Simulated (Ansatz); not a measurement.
Molecule: C3H3N2, net charge 0, doublet state. It need not be the lowest isomer of its formula. 
Geometry from a B3LYP-D3(BJ)/def2-TZVP (Ansatz, an electronic-structure program) optimisation:
```
C
N 1 1.3555
H 2 1.0050 1 128.35
N 2 1.3605 3 119.52 1 180.00
C 4 1.2921 2 103.55 3 180.00
H 1 1.0775 2 121.80 3 0.00
C 1 1.3817 6 131.08 2 180.00
H 7 1.0741 1 128.08 6 0.00
```
Charge 0, spin multiplicity 2.

Total electronic energies in hartree. Correlated levels leave the core frozen unless marked. Open shells are spin-unrestricted. No spin-orbit coupling. Non-relativistic unless marked X2C. CBS(X,Y): correlation extrapolated as X^-3; Hartree-Fock from the larger set (for Q and 5 zeta extrapolated as (X+1)exp(-9√X)). The bracket is a focal-point correction in the basis named.

The UHF reference is spin-contaminated (<S^2> 0.19 over the pure value in the largest basis). 

```tsv
level	program	energy (Eh)
HF/6-31G	Ansatz	-224.03490
RI-HF/cc-pVTZ	Ansatz	-224.21839
revPBE-D4/def2-TZVPD	Ansatz + dftd4	-225.56390
r2SCAN-D4/def2-TZVPD	Ansatz + dftd4	-225.47554
PBE0/6-31G*	Ansatz	-225.24856
PBE0/def2-SVP	Ansatz	[?]
PBE0-D4/def2-TZVP	Ansatz + dftd4	-225.33883
PBE0-D4/def2-TZVPD	Ansatz + dftd4	-225.34017
BHLYP-D3(BJ)/def2-TZVPD	Ansatz + dftd3	[?]
r2SCANh-D4/def2-TZVPD	Ansatz + dftd4	-225.46193
r2SCAN0/def2-TZVPD	Ansatz	-225.44102
HSE06-D3(BJ)/def2-TZVPD	Ansatz + dftd3	-225.32726
CAM-B3LYP/def2-TZVPD	Ansatz	-225.48257
LC-wPBE/def2-TZVPD	Ansatz	-225.43753
wB97M-V/def2-TZVPD	Ansatz	-225.51532
MP2/cc-pVTZ	Ansatz	-225.04928
MP2/cc-pVQZ	Ansatz	-225.12030
SCS-MP2/cc-pVTZ	Ansatz	-225.02529
CCSD(T)/STO-3G	Ansatz	-221.63897
CCSD(T)/6-31G*	Ansatz	-224.87063
X2C-CCSD(T)/cc-pVTZ-DK	Ansatz	-225.21977
RI-MP2/CBS(cc-pVTZ,cc-pVQZ)+[CCSD(T)-MP2]/cc-pVTZ	Ansatz	-225.2293
CCSD(T)/CBS(cc-pVQZ,cc-pV5Z)	Ansatz	-225.2229
```

Some entries are withheld; supply them.


- PBE0/def2-SVP, energy (Eh): -225.08768
- BHLYP-D3(BJ)/def2-TZVPD, energy (Eh): -225.46337
